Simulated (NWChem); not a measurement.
System: CHCl, singlet; SMILES [CH]Cl

```xyz
3

C      0.1611     1.1949     0.0000
Cl    -0.0171    -0.5102     0.0000
H     -0.9262     1.5212     0.0000
```
Atoms are numbered in this order, from 1.

Program: NWChem. Low-valent species are run as closed-shell singlets; no triplet was tried in these runs. All runs use the structure optimised with PBE-D3(BJ)/def2-SVP. B3LYP is NWChem's, with the RPA form of VWN correlation. Solvent water, SMD (1 M gas to 1 M solution), gas-phase geometry.

Question: Taking B3LYP/def2-TZVPD as the yardstick, which of these has the fewest basis functions while keeping “dipole in solution (D)” within 0.2 D of it: B3LYP/def2-SVPD; B3LYP/def2-TZVPP; B3LYP/STO-3G; B3LYP/def2-TZVP; B3LYP/def2-SVP?

Answer: B3LYP/def2-SVP.
```
level             basis functions  dipole in solution (D)
----------------  ---------------  ----------------------
B3LYP/STO-3G                   15                    1.44
B3LYP/def2-SVP                 37                    2.16
B3LYP/def2-SVPD                55                    2.09
B3LYP/def2-TZVP                74                    2.08
B3LYP/def2-TZVPP               87                    2.07
B3LYP/def2-TZVPD               92                    2.04
```

The yardstick is one finite set, not the basis-set limit.
